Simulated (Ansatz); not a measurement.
`C[N]([SiH3])[GeH3]` and `CN([SiH3])[AsH2]` differ in one atom or group.

Ansatz, PBE0-D4/def2-TZVP geometries, multiplicity 1. 

Scalar relativity is left out up to krypton.

```tsv
property	`C[N]([SiH3])[GeH3]`
LUMO energy (ωB97M-V/def2-TZVPP) / eV	1.83
HOMO–LUMO gap (B3LYP/def2-TZVPP) / eV	6.55
HOMO–LUMO gap (PBE/def2-TZVPP) / eV	4.83
size of the dipole moment (PBE/def2-TZVPP) / D	0.89
LUMO energy (PBE/def2-TZVPP) / eV	-0.70
HOMO–LUMO gap (ωB97M-V/def2-TZVPP) / eV	10.93
```

**Question.** Give the same properties after the change, and the shifts. (An estimate is asked.)

**Answer.** Ansatz gave: 
| property | `CN([SiH3])[AsH2]` | shift |
| --- | --- | --- |
| LUMO energy (ωB97M-V/def2-TZVPP) / eV | 1.52 | -0.31 |
| HOMO–LUMO gap (B3LYP/def2-TZVPP) / eV | 6.17 | -0.38 |
| HOMO–LUMO gap (PBE/def2-TZVPP) / eV | 4.42 | -0.41 |
| size of the dipole moment (PBE/def2-TZVPP) / D | 0.63 | -0.26 |
| LUMO energy (PBE/def2-TZVPP) / eV | -1.14 | -0.44 |
| HOMO–LUMO gap (ωB97M-V/def2-TZVPP) / eV | 10.63 | -0.30 |

Dipoles are sizes alone; their direction can turn.

B3LYP here is the variant with VWN-RPA as its local correlation; programs differ in this.
